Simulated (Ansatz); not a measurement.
Breaking the Si3–H4 bond in H4Si2 (SMILES [SiH][SiH3]) (multiplicity 1 held, fragments rigid). Energies count from the point at 1.489 Å.
Geometry at that point (charge 0, multiplicity 1):
```xyz
6

Si    -0.0034     1.0372     0.8259
H     -0.4439     1.8615    -0.3774
Si     0.0292    -0.8910    -0.5979
H      0.9795    -0.6606    -1.7212
H     -1.3262    -1.1003    -1.1784
H      0.4294    -2.1475     0.0843
```

R- and RO- levels are restricted; in cc, def2 and unpolarised 6-31G sets they are followed outwards from rest. Unrestricted levels (U-) break spin symmetry where that is lower. Levels need not reach the same state.

Run with Ansatz (Gaussian orbitals). Each number belongs to the level named beside it.

Energies in kcal/mol.

```
R (Å)  R-HF/cc-pV(T+d)Z  U-PBE/cc-pV(T+d)Z  R-B3LYP/cc-pV(T+d)Z  U-wB97X-V/cc-pV(T+d)Z
-----  ----------------  -----------------  -------------------  ---------------------
1.191              28.5               29.8                 28.0                   28.8
1.340               5.3                6.3                  5.4                    5.7
1.489               0.0                0.0                  0.0                    0.0
1.638               4.2                2.7                  3.5                    3.6
1.787              13.2                9.9                 11.5                   12.0
2.011              30.6               24.0                 26.6                   28.4
2.234              48.8               38.6                 42.1                   45.6
2.606              76.7               59.2                 64.5                   69.7
2.979              99.8               70.0                 81.6                   80.0
3.425             121.3               74.2                 95.9                   84.0
4.021             141.9               75.5                107.5                   85.3
4.766             158.6               75.8                115.0                   85.6
```

Doubts at one or more of the structures used: a restricted determinant that unrestricted orbitals would lower (R-HF/cc-pV(T+d)Z, R-B3LYP/cc-pV(T+d)Z); a spin-contaminated determinant (U-PBE/cc-pV(T+d)Z, U-wB97X-V/cc-pV(T+d)Z).

Ansatz is a first-principles code.
